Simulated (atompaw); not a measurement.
**O (Z = 8) PAW (atompaw): all-electron and pseudo phase curves**

| Property | Result |
| --- | --- |
| Element | oxygen |
| Generator | atompaw 4.2.0.5 |
| Type | PAW |
| Functional | PBE |
| Relativity | non-relativistic |
| Frozen core | [He] |
| Valence charge | 6 |
| Reference configuration | 2s2 2p2 (charge +2) |
| Partial waves | 2s (bound): rc 1.10 bohr; 2s channel at -0.5 Ry: rc 2.10 bohr; 2p (bound): rc 2.10 bohr; 2p channel at -2.5 Ry: rc 2.10 bohr; 3d channel at 0.3 Ry: rc 2.10 bohr; 3d channel at 1.45 Ry: rc 2.10 bohr |
| Local potential | vpsmatchnc scheme with l = 3 at -0.5 Ry, radius 1.45 bohr |
| Core correction | smooth core density matched at 1.65 bohr |
| Augmentation charge | besselshape compensation charge, radius 1.95 bohr; PAW radius 2.10 bohr; waves and projectors: custom polynom2 7 10 vanderbiltortho |

The phase is arctan(r·u′/u) with u = r·R(r), unwrapped; energies in Ry, scanned from -6 to 5 Ry. A pole is an energy at which the radial function vanishes at the test radius. The pseudo phase is shifted by a multiple of π to meet the all-electron one at the reference energy, and phase errors are pseudo minus all-electron; the curves can meet again beyond the range given. Levels narrower than the energy grid can be missing from the lists of poles.

Question: For each channel, where are the poles, and over which energies does the pseudopotential scatter like the atom?

Answer:

```json
{"channel": "s", "radius (bohr)": "2.11", "reference energy (Ry)": "-4.28", "poles, all-electron": "-4.06, 4.37", "poles, pseudo": "-4.06, 3.17", "unbroken range about the reference energy with phases within 0.05 rad": "below 2.1", "phase error 1 Ry above the reference energy (rad)": "-0.003"}
{"channel": "p", "radius (bohr)": "2.11", "reference energy (Ry)": "-3.18", "poles, all-electron": "-2.94, 4.18", "poles, pseudo": "-2.94, 4.48", "unbroken range about the reference energy with phases within 0.05 rad": "the whole range", "phase error 1 Ry above the reference energy (rad)": "+0.000"}
{"channel": "d", "radius (bohr)": "2.11", "reference energy (Ry)": "0.30", "poles, all-electron": "2.51", "poles, pseudo": "2.51", "unbroken range about the reference energy with phases within 0.05 rad": "the whole range", "phase error 1 Ry above the reference energy (rad)": "+0.000"}
```

Phases in the d channel:

```
E (Ry)  all-electron  pseudo
 -6.00         1.363   1.363
 -5.76         1.358   1.358
 -5.52         1.353   1.353
 -5.28         1.347   1.347
 -5.04         1.341   1.341
 -4.80         1.334   1.334
 -4.56         1.327   1.327
 -4.32         1.319   1.319
 -4.08         1.310   1.310
 -3.84         1.300   1.301
 -3.60         1.290   1.290
 -3.36         1.277   1.277
 -3.12         1.263   1.264
 -2.88         1.248   1.248
 -2.64         1.229   1.229
 -2.40         1.207   1.208
 -2.16         1.182   1.182
 -1.92         1.150   1.150
 -1.68         1.111   1.111
 -1.44         1.061   1.061
 -1.20         0.996   0.996
 -0.96         0.905   0.905
 -0.72         0.775   0.775
 -0.48         0.579   0.580
 -0.24         0.283   0.283
  0.00        -0.120  -0.120
  0.24        -0.538  -0.538
  0.48        -0.859  -0.859
  0.72        -1.073  -1.073
  0.96        -1.215  -1.215
  1.20        -1.314  -1.314
  1.44        -1.387  -1.387
  1.68        -1.443  -1.443
  1.92        -1.488  -1.488
  2.16        -1.525  -1.525
  2.40        -1.557  -1.557
  2.64        -1.586  -1.586
  2.88        -1.613  -1.613
  3.12        -1.638  -1.638
  3.36        -1.663  -1.662
  3.60        -1.688  -1.687
  3.84        -1.714  -1.713
  4.08        -1.742  -1.740
  4.32        -1.772  -1.770
  4.56        -1.808  -1.805
  4.80        -1.850  -1.845
```
